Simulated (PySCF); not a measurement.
Si(Me)2(OH)2 (C2H8O2Si), SMILES [Si](C)(C)(O)O. Atoms are numbered in the order given.

```xyz
13

C     -1.5032     1.0631    -0.1214
Si     0.0153    -0.0367    -0.0030
C      1.6001     0.9297     0.1063
O     -0.1199    -0.9991     1.3628
O      0.1619    -0.9879    -1.3706
H     -1.5923     1.7204     0.7595
H     -2.4339     0.4749    -0.1974
H     -1.4484     1.7046    -1.0160
H      1.7844     1.4877    -0.8254
H      2.4515     0.2503     0.2697
H      1.5695     1.6478     0.9410
H     -1.0042    -1.1125     1.7272
H     -0.4582    -1.7197    -1.4629
```

Geometry optimised at B3LYP-D3(BJ)/def2-SVP. Other conformers were not sampled.

All values below come from PBE/pcSseg-1 (PySCF).

GIAO shieldings, no solvent; atoms listed in one row are averaged. δ = σ(ref) − σ: ¹³C against TMS (σ = 182.0 ppm); ²⁹Si against TMS (σ = 335.4 ppm); ¹⁷O against H2O (σ = 334.3 ppm); ¹H against TMS (σ = 31.49 ppm), references at their B3LYP-D3(BJ)/def2-TZVP geometries, non-relativistic.

Estimate the chemical shifts. (The exact figures need the calculation; the answer reports its results.)


```json
[
 {"nucleus": "¹³C", "atoms": "C1", "count": "1", "δ (ppm)": "3.1"},
 {"nucleus": "¹³C", "atoms": "C3", "count": "1", "δ (ppm)": "-0.4"},
 {"nucleus": "²⁹Si", "atoms": "Si2", "count": "1", "δ (ppm)": "7.7"},
 {"nucleus": "¹⁷O", "atoms": "O4, O5", "count": "2", "δ (ppm)": "77.2"},
 {"nucleus": "¹H", "atoms": "H12", "count": "1", "δ (ppm)": "1.62"},
 {"nucleus": "¹H", "atoms": "H13", "count": "1", "δ (ppm)": "1.46"},
 {"nucleus": "¹H", "atoms": "H9, H10, H11", "count": "3", "δ (ppm)": "0.43"},
 {"nucleus": "¹H", "atoms": "H6, H7, H8", "count": "3", "δ (ppm)": "0.26"}
]
```
